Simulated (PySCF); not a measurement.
**A survey of ¹⁵N NMR shifts**

- structure optimised with GFN2-xTB
- σ from GIAO-PBE0/pcSseg-1
- program: PySCF 2.14.0 with density-fitted response routines
- relativity neglected, fast rotation and ring inversion assumed for equivalent nuclei, one conformer, gas phase

Shieldings were converted by a linear fit to measured shifts: ¹⁵N (scatter 6.3 ppm rms vs CH3NO2, solution or neat liquid). Occasional misses reach two or three times the rms, and more in compound classes unlike the fitted ones.

Q: Give the ¹⁵N shifts of `COc1cnncc1C=O`, `CN=P12C=CC(C=C1)C=C2`, `Cc1ncnn1[SiH](C)C`, `C=N/C=C\F`.

A: 
```tsv
compound	environment	δ (ppm)
[CH3:1][O:2][c:3]1[cH:4][n:5][n:6][cH:7][c:8]1[CH:9]=[O:10]	N5: pyridine-type ring nitrogen	67.6
[CH3:1][O:2][c:3]1[cH:4][n:5][n:6][cH:7][c:8]1[CH:9]=[O:10]	N6: pyridine-type ring nitrogen	11.5
CN=P12C=CC(C=C1)C=C2	nitrogen bonded to C, P	-372.8
[CH3:1][c:2]1[n:3][cH:4][n:5][n:6]1[SiH:7]([CH3:8])[CH3:9]	N5: pyridine-type nitrogen of an azole	-84.4
[CH3:1][c:2]1[n:3][cH:4][n:5][n:6]1[SiH:7]([CH3:8])[CH3:9]	N3: pyridine-type nitrogen of an azole	-123.2
[CH3:1][c:2]1[n:3][cH:4][n:5][n:6]1[SiH:7]([CH3:8])[CH3:9]	N6: pyrrole-type ring nitrogen	-176.5
C=N/C=C\F	imine nitrogen	-37.5
```

Q: Order these by ¹⁵N shift, lowest first.
A. N#C[C@H]1CC/C(=C\Cl)C1
B. NP1Cc2ccccc2C1
C. Cc1cncpc1C1CC1

A: B (-367.6 ppm, nitrogen bonded to P, 2 H), A (-119.2 ppm, nitrile nitrogen), C (-54.8 ppm, pyridine-type ring nitrogen).
